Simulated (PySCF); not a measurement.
**AlPb: from constants to spectrum**

UHF-CCSD(T) constants of AlPb, ⁴Σ⁻ (quartet), unpaired electrons σ ↑, π ↑↑ (basis Al def2-SVP, Pb def2-SVP with ECP60; scalar-relativistic core potentials; PySCF 2.14; masses 26.9815 and 207.9766 u):

| Item | Value |
| --- | --- |
| ωe | 245.6 cm⁻¹ |
| ωexe | 0.9 cm⁻¹ |
| Be | 0.094373 cm⁻¹ |
| αe | 0.000477 cm⁻¹ |
| D (centrifugal) | 5.57e-08 cm⁻¹ |
| De to Al + Pb | 1.85 eV |

Q: Give the vibrational terms G(v) and spacings up to v = 6.

A: G(v) = ωe(v+½) − ωexe(v+½)².

```tsv
v	G(v) (cm⁻¹)	G(v) − G(v−1)	Bv (cm⁻¹)
0	122.6		0.09413
1	366.4	243.8	0.09366
2	608.4	242.0	0.09318
3	848.6	240.2	0.09270
4	1087.0	238.4	0.09223
5	1323.6	236.6	0.09175
6	1558.4	234.8	0.09127
```

Q: How well does the Morse estimate ωe²/(4ωexe) reproduce De, and what is D0?

A: It gives 2.08 eV, 112 % of the computed De. D0 = De − G(0) = 1.85 − 0.02 = 1.83 eV.

Correlated steps freeze 9 core orbitals. Correlated levels converge slowly with the basis: in double zeta they bind strong bonds too weakly, by up to about 1 eV, and carry superposition errors of some tenths. These are scalar-relativistic numbers at best; spin–orbit coupling would shift them, the dissociation energy most. The state was picked by a PBE0 search and need not be the measured ground state.
